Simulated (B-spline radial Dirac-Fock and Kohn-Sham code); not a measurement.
## Elastic scattering of 2.78 keV electrons by neutral hafnium

The computed values come from a radial atomic solver: relativistic (Dirac) partial waves in the static field of the Dirac-Fock atom with Furness-McCarthy exchange, without polarisation or absorption potentials.

```
θ (°)  dσ/dΩ (a₀²/sr)  Sherman function
    5            48.4             0.000
   10            8.52            -0.001
   15            2.61            -0.003
   20            1.16            -0.004
   25           0.628             0.001
   30           0.390             0.011
   35           0.267             0.023
   40           0.192             0.030
   45           0.142             0.026
   50           0.109             0.007
   55          0.0856            -0.024
   60          0.0703            -0.059
   65          0.0604            -0.086
   70          0.0543            -0.092
   75          0.0506            -0.073
   80          0.0483            -0.034
   85          0.0463             0.015
   90          0.0436             0.068
   95          0.0397             0.118
  100          0.0345             0.165
  105          0.0282             0.204
  110          0.0219             0.225
  115          0.0165             0.199
  120          0.0138             0.076
  125          0.0151            -0.102
  130          0.0216            -0.193
  135          0.0342            -0.193
  140          0.0530            -0.163
  145          0.0772            -0.129
  150           0.105            -0.100
  155           0.136            -0.077
  160           0.166            -0.057
  165           0.193            -0.040
  170           0.214            -0.026
  175           0.227            -0.013
```

The total elastic cross section is 6.19 a₀², the first transport cross section 0.814 a₀² and the second, weighted with (3/2) sin²θ, 0.871 a₀². The mean deflection is ⟨1 − cos θ⟩ = 0.132, and 5.1 % of the collisions scatter beyond 90°.

On this grid of angles the cross section has a minimum near 120°.
